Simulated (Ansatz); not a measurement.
Basis-set extrapolation for `[SiH3]O[B]S` radical (PBE0-D4/def2-TZVP geometry, frozen core, Ansatz). Multiplicity 2, UHF reference.

```tsv
	def2-TZVPP	def2-QZVPP
HF	-788.469410	-788.495027
MP2 correlation	-0.605433	-0.654720
CCSD(T) correlation	-0.676209	-0.722127
```

Energies in hartree. Use E(X) = E(∞) + A·exp(−7.88·√X) for Hartree–Fock and E(X) = E(∞) + B·X^(−2.97) for correlation, with X = 3 and 4.

Q: What is the CCSD(T) energy at the basis-set limit?

A: HF limit: -788.495027 + (-0.025617) × 0.13774 = -788.49856. Correlation limit: -0.722127 + (-0.045918) × 0.74074 = -0.75614. Total: -789.25470 hartree, 286.4 kJ/mol below CCSD(T)/def2-TZVPP.
